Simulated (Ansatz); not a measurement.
Consider the ligand exchange at the Si–S bond: `O[SiH2]S[SiH3]` + `[OH][Al]([OH])[OH]` → `[OH][Al]([OH])[O][SiH3]` + `O[SiH2]S`.

Isolated molecules relaxed with PBE0-D4/def2-TZVP in Ansatz; ΔE leaves out vibrations. CCSD(T)/CBS adds triple-zeta CCSD(T) − MP2 to the extrapolated MP2 energy (def2 sets, frozen cores). This one scheme is used for every species. DFT in def2-TZVPP. B3LYP here is the variant with VWN-RPA as its local correlation; programs differ in this. Each species was taken in one conformer, which may not be the lowest.

CCSD(T)/CBS gives -10.8 kcal/mol.

Q: Another level gave -13.1 kcal/mol. Which?
A. PBE-D4/def2-TZVPP
B. B3LYP/def2-TZVPP
C. CCSD(T)/def2-TZVPP
D. HF/def2-TZVPP

A: B. B3LYP -13.1, PBE-D4 -7.2, HF/def2-TZVPP -17.2, CCSD(T)/def2-TZVPP -11.7 kcal/mol.

Largest T1 diagnostic among the species: 0.012.

In def2-TZVPP, CCSD(T) changes the Hartree–Fock value by +5.5 kcal/mol (the triples alone add +1.1 kcal/mol) and MP2 by +6.5 kcal/mol. From PBE to PBE0 (25 % exact exchange), in def2-TZVPP and without D4, ΔE moves by −1.1 kcal/mol.
